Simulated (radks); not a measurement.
The numbers below are computed, except where a source is named.
These are the eigenvalues of the occupied orbitals of an atom or ion with whole-number occupations (hartree). Code: a radial shooting solver on a logarithmic mesh with Libxc functionals. Model: non-relativistic Kohn-Sham, SCAN, spin-polarised, spherical densities, point nucleus; meta-GGA in the generalised Kohn-Sham scheme.

1s: -67.88662
2s: -7.19034
2p: -5.53187

Which element is it, and in what charge state? The configuration may be excited. Open shells, if any, are filled with parallel spins first.

Answer. Z = 14, silicon, charge +4: Si4+ in [Ne]. The list shows which subshells hold electrons but not how many an open one holds; the 1s level, -67.887 hartree, gives Z - s = 11.7 by -(Z - s)^2/2, which with screening narrows Z to a few neighbours, and the depths of the outer levels then fix element, charge and occupations together.
